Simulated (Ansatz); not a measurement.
Relaxation of FGeH3O2 (7 atoms, charge 0, multiplicity 1), to a largest force component of 0.03 eV/Å in at most 50 steps.

The calculation used Ansatz 0.2.0, RKS PBE0-D4/def2-SVP.

```xyz
7
Properties=species:S:1:pos:R:3:forces:R:3
Ge -0.949 0.148 0.704 0.17 0.07 -0.08
H 1.625 -0.474 1.478 0.63 0.39 -0.67
O 2.001 0.008 0.707 -0.92 -0.49 0.62
H 1.692 -0.544 -0.030 0.07 0.03 0.11
O -1.331 1.312 -0.573 0.01 0.00 -0.04
H -1.083 1.008 -1.459 -0.01 0.02 0.06
F -0.327 -1.123 -0.392 0.05 -0.02 0.01
```

Q: Where does it end, and by what steps?

A: The forces met the threshold. After 11 steps the energy has fallen by 0.262 eV; O3 moved furthest, 0.55 Å.

```tsv
step	energy less start (eV)	largest force component (eV/Å)	accepted
0	0.0000	0.919	yes
1	-0.0324	2.502	yes
2	-0.0270	2.725	no
3	-0.1211	1.777	yes
4	-0.2142	0.506	yes
5	-0.2482	0.499	yes
6	-0.2452	0.356	no
7	-0.2578	0.186	yes
8	-0.2591	0.117	yes
9	-0.2610	0.044	yes
10	-0.2612	0.066	yes
11	-0.2618	0.011	yes
```

```xyz
7
Properties=species:S:1:pos:R:3
Ge -0.865 0.012 0.722
H 1.894 -0.251 1.416
O 1.470 0.112 0.628
H 1.422 -0.627 -0.004
O -1.110 1.300 -0.483
H -0.817 1.049 -1.369
F -0.367 -1.259 -0.476
```

Time of the run: 14 s on 2 threads of Intel(R) Xeon(R) 6975P-C (Granite Rapids), on a shared host, peak memory 0.2 GiB.
